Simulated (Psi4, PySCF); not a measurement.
HCl$_{2}$Ga, singlet, geometry from GFN2-xTB (such geometries of metal compounds can be far from the true shape), atoms displaced at random by about 0.08 Å a coordinate. Base run: HF/cc-pVDZ, gradient in PySCF.

PySCF was given this input:
```python
from pyscf import gto, scf

mol = gto.M(
    atom='''
Ga   -0.31642707   -0.43064913    0.16617965
H    -1.17386167   -1.42999773    0.44401810
Cl    1.59963383   -0.26441993    1.00754434
Cl   -0.98445634    1.01058368   -1.33675320
''',
    basis='cc-pvdz',
    verbose=4,
)

mf = scf.RHF(mol)
mf.kernel()
g = mf.nuc_grad_method()
grad = g.kernel()
```

Programs used: Psi4, PySCF; a row that names a program was run with it.

The coordinate followed is y of atom 2.

The base run was repeated with changes; each row names its change, and settings that it needs were set with it.

| change | dE/dx (Eh/bohr) | net force (Eh/bohr) |
|---|---|---|
| base | 0.074548 | 0.000000 |
| finite difference step (bohr) = 0.2; conv_tol = 1e-11 | 0.075729 | - |
| finite difference step (bohr) = 1e-4; conv_tol = 1e-11 | 0.074547 | - |
| conv_tol = 1e-6 | 0.074543 | 0.000000 |
| conv_tol = 1e-11 | 0.074548 | 0.000000 |
| finite difference step (bohr) = 0.05; conv_tol = 1e-11 | 0.074623 | - |
| finite difference step (bohr) = 1e-3; conv_tol = 1e-11 | 0.074548 | - |
| finite difference step (bohr) = 1e-5; conv_tol = 1e-11 | 0.074546 | - |
| conv_tol = 1e-4 | 0.074533 | 0.000000 |
| code = psi4 | ___ | 0.000000 |
| finite difference step (bohr) = 0.01; conv_tol = 1e-11 | 0.074551 | - |
| density fitting = on | 0.074550 | 0.000000 |

Problem. What belongs in the gaps?

Solution. 
- code = psi4, dE/dx (Eh/bohr): 0.068218

The net force is zero for an exact gradient.
